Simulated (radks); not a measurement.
Fractional charge and spin in the 5p shell of hafnium: the spin-up occupation runs from 2 to 3 and the spin-down occupation from 2 to 3; the fullest corner is Hf2+, [Kr] 4d10 4f14 5s2 5d(up 1, down 1) 5p(up 3, down 3). All-electron calculation, scalar-relativistic Kohn-Sham, BLYP, spin-polarised, spherical densities, point nucleus. Program: a radial shooting solver on a logarithmic mesh with Libxc functionals. Energy (eV) above the fullest corner. The planes named below are the two flat planes that join the four corners, with an edge along up + down = one added electron.

down \ up,2,2.25,2.5,2.75,3
2,129.564,110.083,91.537,73.916,57.206
2.25,110.083,91.595,74.029,57.373,41.611
2.5,91.537,74.029,57.428,41.721,26.890
2.75,73.916,57.373,41.721,26.944,13.027
3,57.206,41.611,26.890,13.027,0.000

Corners above the fullest one (they belong to Hf3+ and the next ion): (up 3, down 2) 57.206 eV, (up 2, down 3) 57.206 eV, (up 2, down 2) 129.56 eV. With half an added electron in each spin the energy lies 0.222 eV from the planes, and with half an added electron in spin up alone -1.848 eV. The planes are only a guide here: the flat-plane condition holds for ground states with one frontier orbital, while this shell lies below other occupied shells, so the corners above the fullest one are inner-hole states and not the ground states of those ions.
